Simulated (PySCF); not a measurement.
Species: C4H4ClFSi.
Numbering: `[F:1][C:2]1=[CH:3][SiH2:4]/[C:5]1=[CH:6]/[Cl:7]` (hydrogens: H8 on C3; H9, H10 on Si4; H11 on C6)

Computed, not measured: PySCF 2.14.0, PBE0-D3(BJ)/def2-SVP geometry optimisation, gas phase.

List the bond lengths, angles and torsions at this level.

```json
{"bond": "F1–C2", "length (pm)": "131.9", "order": "single"}
{"bond": "C2=C3", "length (pm)": "135.6", "order": "double"}
{"bond": "C3–Si4", "length (pm)": "186.5", "order": "single"}
{"bond": "Si4–C5", "length (pm)": "189.4", "order": "single"}
{"bond": "C5=C6", "length (pm)": "133.5", "order": "double"}
{"bond": "C6–Cl7", "length (pm)": "172.5", "order": "single"}
{"bond": "C2–C5", "length (pm)": "146.6", "order": "single"}
{"bond": "C3–H8", "length (pm)": "108.9", "order": "single"}
{"bond": "Si4–H9, Si4–H10", "length (pm)": "149.2", "order": "single"}
{"bond": "C6–H11", "length (pm)": "109.2", "order": "single"}
```

Bonds in one row agree within 1 pm and their mean is given. Orders are formal, as drawn. A selection of angles:
```json
{"angle": "F1–C2–C3", "degrees": "127.4"}
{"angle": "F1–C2–C5", "degrees": "123.8"}
{"angle": "C3–C2–C5", "degrees": "108.8"}
{"angle": "C2–C3–Si4", "degrees": "90.1"}
{"angle": "C2–C3–H8", "degrees": "127.3"}
{"angle": "Si4–C3–H8", "degrees": "142.5"}
{"angle": "C3–Si4–C5", "degrees": "75.3"}
{"angle": "C3–Si4–H9", "degrees": "117.9"}
{"angle": "C5–Si4–H9", "degrees": "116.4"}
{"angle": "H9–Si4–H10", "degrees": "109.4"}
{"angle": "Si4–C5–C6", "degrees": "140.6"}
{"angle": "C2–C5–Si4", "degrees": "85.8"}
{"angle": "C2–C5–C6", "degrees": "133.6"}
{"angle": "C5–C6–Cl7", "degrees": "124.7"}
{"angle": "C5–C6–H11", "degrees": "122.4"}
{"angle": "Cl7–C6–H11", "degrees": "112.9"}
```

Dihedral angles: F1–C2–C3–Si4 180° (antiperiplanar); C2–C3–Si4–C5 0° (synperiplanar); C3–Si4–C5–C6 179° (antiperiplanar); Si4–C5–C6–Cl7 -179° (antiperiplanar); F1–C2–C5–Si4 180° (antiperiplanar).

The 3 C–C bonds span 1.335 Å (C5=C6, drawn double) to 1.466 Å (C2–C5, drawn single), a spread of 0.131 Å. Si4 (SiH2 silicon) has angles from 75.3° to 118.1°. Of the pairs four or more bonds apart, F1···Cl7 is among the closest relative to their van der Waals radii: 3.18 Å, 99 % of the sum of Bondi's values. The 4-membered ring C2–C3–Si4–C5 has internal angles of 75.3° to 108.8° (sum 360°, against 360° for a flat polygon); it is planar, 0.00 Å rms from its mean plane, widest ring torsion 0°. The 7 heavy atoms lie in one plane (0.006 Å rms). The 2 C–Si bonds span 1.865 Å (C3–Si4, drawn single) to 1.894 Å (Si4–C5, drawn single), a spread of 0.029 Å.

Point group: Cs (every atom within 0.08 Å of its image). PBE0-D3(BJ)/def2-SVP frequencies: not computed here.
